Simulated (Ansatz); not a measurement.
Mulliken charges of CH₄AlOS, SMILES `C[O][Al][SH]` radical from B3LYP/def2-TZVPP in Ansatz (PBE0-D4/def2-TZVP geometry).

```
atom   x (Å)   y (Å)   z (Å)  charge (e)
  C1   0.013   1.390   0.390      -0.111
  O2   0.731   0.585  -0.500      -0.356
 Al3   0.777  -1.020  -0.998       0.346
  S4  -0.666  -2.415  -0.071      -0.271
  H5  -0.477   2.204  -0.153       0.096
  H6  -0.758   0.829   0.932       0.088
  H7   0.691   1.833   1.126       0.096
  H8  -0.219  -3.464  -0.781       0.111
```

**Question.** By hand: the dipole of these point charges (1 e Å = 4.8032 D).

**Answer.** Σ q r = (0.117, 0.015, -0.103) e Å, of length 0.157 e Å = 0.75 D.

**Question.** How does the dipole of the full density compare? (Estimate.)

**Answer.** Computed: (0.071, 0.006, -0.064) e Å, 0.46 D; the point charges give 1.63 times that, at 2° from its direction.

Point charges leave out the atoms' own dipoles, such as those of lone pairs, and Mulliken's split depends on the basis, so the two needn't agree.

B3LYP here is the variant with VWN-RPA as its local correlation; programs differ in this.
